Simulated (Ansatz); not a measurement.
Reaction (ligand exchange at the Si–O bond): `[SiH3][O][Al]([SH])[SH]` + `[NH2][In]([OH])[SH]` → `[NH2][In]([SH])[O][SiH3]` + `[OH][Al]([SH])[SH]`

Computed with Ansatz on PBE0-D4/def2-TZVP structures; ΔE is electronic, products minus reactants. CBS: MP2 limit from def2 TZ/QZ plus the TZ coupled-cluster correction, frozen cores. Functionals use def2-TZVPP. def2 core potentials past Kr. For In outer-core shells are correlated without core-valence functions, which leaves a few kJ/mol of doubt a bond. One conformer a species, not always the lowest.

```tsv
level	ΔE (kJ/mol)
LDA (SPW92)	3.3
revPBE-D4	5.6
BLYP-D4	7.3
r2SCANh-D4	4.0
B2PLYP	5.4
PBE	5.7
r2SCAN0	3.8
BHLYP	6.4
```

(1) What does CCSD(T)/CBS give? (An estimate is asked.)

Largest T1 diagnostic among the species: 0.015.

## Answers

(1) The calculation gave: +2.1 kJ/mol. The listed levels differ from it by 1.2, 3.5, 5.2, 1.9, 3.3, 3.6, 1.7, 4.3 kJ/mol.

In def2-TZVPP, CCSD(T) changes the Hartree–Fock value by −4.0 kJ/mol (the triples alone add −0.9 kJ/mol) and MP2 by −4.4 kJ/mol. Leaving LDA and LC-ωPBE aside and taking each functional with its dispersion term where it has one, the values, not all of them listed here, spread over 4.1 kJ/mol, from PBE-QIDH to BLYP-D4.
